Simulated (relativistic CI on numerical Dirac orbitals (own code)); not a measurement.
**One change at a time: Nb**

Base calculation: Dirac-Coulomb-Breit CI, KLI orbitals optimised for each configuration, model QED (radiative potential, 1s self-energy scaled to tabulated hydrogen-like ionisation energies), valence Slater integrals scaled by 0.85, P86 correlation energy added to each configuration.

Configurations in the expansion (outside the closed core [Kr]): 4d4.5s, 4d3.5s2, 4d4.5p, 4d3.5s.5p, 4d5, 4d2.5s2.5p, 4d4.5d, 4d2.5s.5p2, 4d3.5s.4f, 4d4.6s, 4d3.5s.6p, 4d3.5s.6s, 4d3.5p2, 4d3.5s.7s, 4d3.5s.5d, 4d3.5s.6d, 4d4.6p, 4d3.5s.7p, 4d4.4f, 4d2.5s2.5d, 4d3.5s.5g, 4d3.5s.8s, 4d3.5s.5f, 4d4.7s, 4d3.5s.7d, 4d3.5s.8p, 4d2.5s2.4f, 4d4.6d, 4d4.7p, 4d3.5s.8d, 4d4.5g, 4d2.5s2.6s, 4d4.8s, 4d4.5f, 4d3.5p.5d, 4d4.7d. Levels of other configurations are missing.

Variants: (1) valence Slater integrals scaled by 0.75; (2) QED terms removed. Shifts of the energy above 4d4.5s 6D_1/2, in cm⁻¹, for the lowest level and the first level of each name with at least 55 % of one term (blank where a level changes its place among those of its configuration and J or its character, or is not in the variant):

| Level | Base | Δ(1) | Δ(2) | Measured |
| --- | --- | --- | --- | --- |
| 4d4.5s 6D_1/2 | 0.0 | 0.0 | 0.0 | 0.0 |
| 4d4.5s 6D_3/2 | 121.7 | +0.1 | -0.6 | 154.2 |
| 4d4.5s 6D_5/2 | 315.7 | -1.0 | -1.5 | 392.0 |
| 4d4.5s 6D_7/2 | 572.3 | -4.7 | -2.7 | 695.2 |
| 4d4.5s 6D_9/2 | 882.8 | -11.6 | -4.0 | 1050.3 |
| 4d3.5s2 4F_3/2 | 1886.5 | -155.0 | -43.2 | 1142.8 |
| 4d3.5s2 4F_5/2 | 2288.4 | -156.1 | -44.7 | 1586.9 |
| 4d3.5s2 4F_7/2 | 2812.5 | -162.6 | -46.5 | 2154.1 |
| 4d3.5s2 4F_9/2 | 3428.5 | -177.4 | -48.2 | 2805.4 |
| 4d4.5s 4D_1/2 | 9154.1 | -1000.1 | +11.2 | 8410.9 |
| 4d4.5s 4D_3/2 | 9378.7 | -998.6 | +10.4 | 8705.3 |
| 4d4.5s 4D_5/2 | 9689.3 | -1005.8 | +9.1 | 9043.1 |
| 4d4.5s 4D_7/2 | 10073.6 | -1025.5 | +55.9 | 9497.5 |
| 4d3.5s2 2G_7/2 | 10152.9 | -1024.8 | -90.0 |  |
| 4d3.5s2 2G_9/2 | 10602.1 | -1051.2 | -43.1 |  |
| 4d3.5s2 2D_5/2 | 11815.5 | -1154.4 | -33.9 |  |
| 4d3.5s2 2P_1/2 | 11841.2 | -1218.6 | -32.5 |  |
| 4d5 6S_5/2 | 12062.8 | +297.3 | +44.0 |  |
| 4d4.5s 4H_7/2 | 12288.1 | -1328.4 | +1.1 |  |
| 4d4.5s 4H_9/2 | 12393.7 | -1330.3 | +0.6 |  |
| 4d4.5s 4H_11/2 | 12553.8 | -1332.4 | -0.1 |  |
| 4d4.5s 4H_13/2 | 12773.5 | -1336.0 | -1.2 |  |

Correlation outside the listed configurations is missing or only estimated: errors of thousands of cm⁻¹ between configurations and terms are usual at this charge. Rates and lifetimes follow the computed energies and can be off by large factors. The fine structure of a lone outer electron comes out too small, for d and f at times inverted, and misplaced configurations move strength between like terms. 17 of the 27 excited levels that our extract of the measured tables holds in this range could be paired (the sources list more); they are missed by 767 cm⁻¹ on average and 1581 at most, and levels without a partner can miss by more.

Measured levels: NIST Handbook of Basic Atomic Spectroscopic Data (Sansonetti and Martin, J. Phys. Chem. Ref. Data 34, 1559 (2005)).

Ionisation energy from the two ground configurations alone: base 6.483 eV; valence Slater integrals scaled by 0.75 6.423 eV; QED terms removed 6.489 eV. The NIST ASD value (measured) is 6.75885 eV. The gap of more than 2 % comes from missing correlation.

LS names give the leading component of a level, which can be under half, so a name can repeat, a term be missing and a line seem to break the LS rules.
